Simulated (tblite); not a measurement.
Compound: C7H7BO.
Numbering: `[BH2:1][c:2]1[cH:3][cH:4][cH:5][c:6](=[O:7])[cH:8][cH:9]1` (hydrogens: H10, H11 on B1; H12 on C3; H13 on C4; H14 on C5; H15 on C8; H16 on C9)

Computed with GFN2-xTB (tblite), gas phase: L-BFGS steps from a force-field or distance-geometry start until the largest atomic force falls under 0.01 eV/Å.

Step 60: E = -646.8154 eV
```
atom  x, y, z in Å  |  force x, y, z in eV/Å
B1      2.6799   -0.3593    0.1149   -0.006   0.017   0.036
C2      1.1425   -0.1502    0.0251    0.022  -0.025   0.082
C3      0.3601   -1.2768    0.0640   -0.023  -0.003   0.011
C4     -1.0387   -1.4118   -0.1364   -0.009  -0.005  -0.059
C5     -2.0019   -0.4668   -0.0792   -0.007  -0.023   0.063
C6     -1.8883    0.9611    0.2198   -0.032   0.041  -0.056
O7     -2.8599    1.5929    0.6089   -0.026  -0.043  -0.001
C8     -0.6337    1.6481   -0.0779    0.049  -0.016   0.004
C9      0.6271    1.1782   -0.1636    0.053  -0.051  -0.092
H10     3.4198    0.4245   -0.3376   -0.023  -0.010   0.032
H11     3.0825   -1.3276    0.6328    0.057   0.043  -0.044
H12     0.8858   -2.2141    0.2061   -0.039  -0.004  -0.040
H13    -1.3717   -2.4282   -0.3208    0.012   0.003   0.044
H14    -3.0298   -0.7904   -0.1985   -0.005   0.049  -0.007
H15    -0.7795    2.7142   -0.2114   -0.010   0.013   0.049
H16     1.3982    1.9151   -0.3576   -0.013   0.015  -0.023
```

Step 61: E = -646.8168 eV
```
atom  x, y, z in Å  |  force x, y, z in eV/Å
B1      2.6814   -0.3526    0.1123   -0.055  -0.014   0.030
C2      1.1423   -0.1559    0.0219    0.036  -0.028   0.058
C3      0.3586   -1.2817    0.0660   -0.016   0.017   0.043
C4     -1.0407   -1.4133   -0.1363   -0.011   0.019  -0.056
C5     -2.0022   -0.4658   -0.0823    0.003  -0.023   0.084
C6     -1.8887    0.9612    0.2194   -0.014   0.049  -0.062
O7     -2.8607    1.5977    0.6008   -0.023  -0.075   0.003
C8     -0.6313    1.6433   -0.0717    0.047   0.014  -0.011
C9      0.6278    1.1713   -0.1692    0.028  -0.026  -0.059
H10     3.4179    0.4361   -0.3313   -0.005   0.039   0.006
H11     3.0906   -1.3197    0.6198    0.079  -0.031   0.000
H12     0.8807   -2.2189    0.2229   -0.035   0.001  -0.066
H13    -1.3756   -2.4287   -0.3213    0.008  -0.005   0.044
H14    -3.0308   -0.7838   -0.2027   -0.028   0.013  -0.020
H15    -0.7744    2.7102   -0.1973   -0.009   0.037   0.038
H16     1.3976    1.9095   -0.3624   -0.003   0.013  -0.032
```

Task: Estimate the geometry and energy of step 62. (The exact step hangs on the optimiser's Hessian estimate; all steps are aligned on step 61, rigid shifts and turns removed.)

Result: E = -646.8180 eV, largest force 0.111 eV/Å
```
atom  x, y, z in Å  |  force x, y, z in eV/Å
B1      2.6813   -0.3522    0.1097    0.056  -0.013   0.023
C2      1.1430   -0.1569    0.0231    0.018  -0.020   0.027
C3      0.3583   -1.2823    0.0702   -0.015   0.024   0.045
C4     -1.0408   -1.4144   -0.1335   -0.006   0.028  -0.033
C5     -2.0016   -0.4660   -0.0840   -0.013  -0.003   0.076
C6     -1.8894    0.9624    0.2140    0.006   0.022  -0.045
O7     -2.8626    1.5985    0.5926   -0.017  -0.072  -0.006
C8     -0.6300    1.6426   -0.0720    0.028   0.027  -0.018
C9      0.6286    1.1695   -0.1725    0.002   0.002  -0.020
H10     3.4183    0.4553   -0.3122   -0.077  -0.058   0.055
H11     3.0914   -1.3372    0.5890    0.064   0.049  -0.034
H12     0.8791   -2.2186    0.2343   -0.030  -0.007  -0.071
H13    -1.3757   -2.4310   -0.3110    0.003  -0.007   0.033
H14    -3.0308   -0.7810   -0.2049   -0.031  -0.006  -0.022
H15    -0.7735    2.7102   -0.1927    0.004   0.034   0.029
H16     1.3969    1.9101   -0.3615    0.009   0.002  -0.041
```

The energy changes by -0.0012 eV. The first-order estimate −F·Δx gives -0.0021 eV and the mean of the old and new forces, exact on a quadratic surface, -0.0011 eV. The step makes an angle of 81° with the force vector and moves no atom by more than 0.035 Å.

What follows is the cost of the whole relaxation. Time: 0.59 s. Hardware: one thread of an Arm Neoverse V1, on a shared host.
